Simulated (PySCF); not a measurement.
**Unknown compound**

The spectra below were simulated for a compound C$_{5}$H$_{4}$F$_{4}$O$_{2}$.

¹H NMR (600 MHz, computed): δ 5.72 (m, 1H), 5.71 (m, 1H), 5.55 (m, 1H), 5.21 (m, 1H).

¹³C{¹H} NMR (computed): δ 202.7 (C), 130.6 (C), 104.0 (CH), 95.0 (CH2), 94.2 (CH).

[PySCF: NMR shieldings at PBE0/pcSseg-1/GIAO; GFN2-xTB structure; one averaged value for each set of equivalent atoms; non-relativistic; no solvent model; a single conformation]

Referencing at the same level of theory: ¹H (σ = 31.72 ppm) and ¹³C (σ = 186.93 ppm) against TMS.

Q: What is the structure?

A: 
- Rings plus π bonds: 2 (1 ring in the answer).
- 5 carbon signals for 5 carbons: no two carbons are equivalent.
- Carbon types of the structure: 2 × C, 2 × CH, 1 × CH2, which accounts for all hydrogens.
- δC 202.7: ketone carbonyl carbon; the double bond to the heteroatom, with no lone-pair donor beside it, deshields it most.
- δC 130.6: CF3 carbon; 3 electronegative neighbours deshield it.
- δC 104.0: sp3 CH bonded to O, α to a carbonyl; pulled downfield by the heteroatom.
- δC 95.0: sp3 CH2 bonded to O, α to a carbonyl; the inductive effect lowers its shielding.
- δC 94.2: sp3 CH bonded to F; the inductive effect lowers its shielding.
- δH 5.71: hydrogen on an sp3 CH bonded to O, α to a carbonyl; its carbon carries O, hence the downfield position.
- δH 5.21: hydrogen on an sp3 CH bonded to F; its carbon carries F, which withdraws density.

Structure: SMILES O=C1CO[C@@H]1[C@H](F)C(F)(F)F.

This is the structure that produced the data.

Splittings by ¹⁹F in the carbon and heteronuclear signals aren't shown, as no couplings were computed. Shifts are as computed. Against solution values, carbons near 30 ppm lie about +3 ppm off and those near 130 ppm about +5 ppm. Of 1309 compounds with measured shifts, 239 miss one by over three times the rms of a fit or turn the order of signals round; such compounds aren't used in these exercises. Multiplicities follow the n + 1 count of equivalent neighbours, as no J values were calculated; m marks all less simple cases, F and P coupling included.
